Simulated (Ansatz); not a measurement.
Consider the substitution at a C–In bond: `[CH3][InH][Cl]` + `O[SiH](O)S` → `CS[SiH](O)O` + `[Cl][InH2]`.

Computed with Ansatz on PBE0-D4/def2-TZVP structures; ΔE is electronic, products minus reactants. CCSD(T)/CBS is the MP2 limit (def2-TZVPP, def2-QZVPP) plus CCSD(T) − MP2 in def2-TZVPP, frozen cores. Functionals use def2-TZVPP. B3LYP here is the variant with VWN-RPA as its local correlation; programs differ in this. Elements past krypton have def2 core potentials. For In outer-core shells are correlated without core-valence functions, which leaves a few kJ/mol of doubt a bond. One conformer a species, not always the lowest.

`[CH3][InH][Cl]`:

Cartesian coordinates in Å:
```
C -1.039 -0.047 0.243
In 1.071 -0.184 -0.028
Cl 1.819 1.382 -1.623
H -1.386 -0.678 1.060
H -1.299 0.993 0.443
H -1.530 -0.350 -0.683
H 2.363 -1.115 0.588
```

`O[SiH](O)S`:

```xyz
8

O    -0.004    1.470   -0.105
Si   -0.151   -0.043    0.514
O     1.361   -0.534    0.874
S    -1.214   -1.292   -0.855
H    -0.747    1.796   -0.616
H    -0.937   -0.118    1.761
H     2.073   -0.226    0.311
H    -0.381   -1.051   -1.883
```

`CS[SiH](O)O`:

Cartesian coordinates in Å:
```
C -1.421 -1.324 0.189
S -1.265 0.483 0.067
Si 0.855 0.627 0.101
O 1.215 2.218 0.256
O 1.590 0.058 -1.240
H -2.481 -1.543 0.314
H -1.060 -1.807 -0.718
H -0.877 -1.706 1.053
H 1.390 -0.221 1.189
H 0.683 2.736 0.861
H 1.371 0.481 -2.073
```

`[Cl][InH2]`:

Z-matrix (Å, degrees):
```
In
Cl 1 2.343
H 1 1.705 2 112.5
H 1 1.705 2 112.5 3 180.0
```

```csv
level,ΔE (kcal/mol),difference from CCSD(T)/CBS
PBE-D4,8.9,-1.8
r2SCAN-D4,9.3,-1.4
B3LYP-D4,9.0,-1.7
ωB97X-V,8.7,-2.0
r2SCAN,9.5,-1.2
HF/def2-TZVPP,8.4,-2.3
CCSD/def2-TZVPP,10.7,0.0
CCSD(T)/def2-TZVPP,10.8,0.1
HF/def2-QZVPP,8.4,-2.3
HF/CBS(def2),8.4,-2.3
CCSD(T)/CBS,10.7,0
```

Largest T1 diagnostic among the species: 0.014.

In def2-TZVPP, CCSD(T) changes the Hartree–Fock value by +2.3 kcal/mol (the triples alone add +0.0 kcal/mol) and MP2 by +3.3 kcal/mol. The D4 term adds −0.9 kcal/mol with B3LYP and −0.5 kcal/mol with PBE0; it sums over pairs of atoms, weighted by their polarisabilities, and B3LYP, whose exchange is more repulsive, gets the larger term.
